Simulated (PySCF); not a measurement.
# CuI₃, singlet: molecular constants

All numbers come from PBE0 in PySCF with Cu def2-SVP, I def2-SVP with ECP28; scalar-relativistic core potentials, no spin–orbit coupling; density-fitted integrals.

The structure is a minimum.

```xyz
4
charge 0 multiplicity 1, angstrom
Cu    0.4659    0.0000    0.0000
I     2.8828    0.0000    0.0000
I    -1.5566    1.4927    0.0000
I    -1.5567   -1.4927    0.0000
```

```
Point group                                                                   : C2v
Bond lengths                                                                  : Cu–I 2.417 Å, Cu–I 2.514 Å (×2), I–I 2.985 Å
Bond angles                                                                   : Cu–I–I 53.6° (×2), I–Cu–I 72.9°, I–Cu–I 143.6° (×2)
Dipole moment                                                                 : 3.78 D
Highest occupied level                                                        : -6.87 eV
Heat capacity Cp at 298.15 K                                                  : 81.0 J/(mol K)
Principal polarisabilities                                                    : 57.3, 111.7, 223.6 bohr³
Rotational constants                                                          : 0.02981, 0.01001, 0.007496 cm⁻¹
Enthalpy at 298.15 K above 0 K                                                : 20.86 kJ/mol
Principal quadrupole moments (Buckingham, traceless) about the centre of mass : -8.58, -1.96, 10.54 D Å
Rotational symmetry number                                                    : 2
Entropy at 298.15 K and 1 bar                                                 : 404.0 J/(mol K)
Zero-point energy                                                             : 4.6 kJ/mol
Atomisation energy without zero-point energy                                  : 589 kJ/mol
Lowest empty level                                                            : -5.33 eV
```

Harmonic modes (masses in u: Cu 62.930, I 126.904):
```csv
symmetry,ω (cm⁻¹),IR (km/mol)
b2,34,0.5
b1,59,0.9
a1,72,13.9
a1,150,5.8
b2,162,1.3
a1,292,16.2
```

In C2v the vibrations span 2b2 + b1 + 3a1. Here b1 is antisymmetric to the molecular plane and b2 lies in it.

Charges (e):
| atom | Mulliken | Löwdin | polar tensor | Mayer order to Cu1 |
| --- | --- | --- | --- | --- |
| Cu1 | 0.14 | -0.12 | 0.38 | – |
| I2 | -0.24 | -0.15 | -0.42 | 0.98 |
| I3,4 | 0.05 | 0.14 | 0.02 | 0.70 |
Other Mayer orders above 0.3: I–I 0.55.

Mulliken populations on Cu1: s 6.62, p 12.57, d 9.68, f 0.00.

Outer orbital energies (eV). occupied: -9.87, -9.38, -9.08, -8.21, -8.11, -7.92, -6.99, -6.87; empty: -5.33, -0.32, 1.06, 1.62.

Other isomers or separated fragments may lie lower. At the minimum of this search the closed-shell solution is unstable towards spin polarisation, so a lower open-shell solution exists.

The final relaxation and frequency run took about 4 core-minutes on a shared host.
